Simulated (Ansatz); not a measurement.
Cartesian coordinates in Å:
```
C -0.173 1.172 1.528
N -0.235 0.297 0.411
W 0.457 -0.644 -0.887
O 2.157 -0.454 -0.866
O 0.020 -2.470 -0.615
O -0.231 -0.005 -2.535
H -0.608 0.692 2.411
H -0.751 2.081 1.330
H 0.858 1.460 1.761
H -0.572 -2.782 0.069
H -0.923 0.654 -2.607
```

The species carries charge 0 and has multiplicity 1. W takes the def2 core potential.

Problem. List the PBE0/def2-TZVPP orbital energies in eV (Ansatz 0.2.0). (Estimate.)

Solution. Computed: Occupied: -523.23, -523.23, -522.38, -391.63, -279.22, -83.40, -46.65, -46.48, -46.35, -28.00, -27.77, -25.11, -23.94, -18.08, -14.82, -14.77, -12.84, -12.58, -12.53, -11.47, -11.33, -11.02, -10.25, -9.77, -9.19, -9.03, -8.16, -7.54. Lowest empty: -0.77, -0.67, -0.24, 0.50, 0.58, 1.08, 1.46, 1.74.
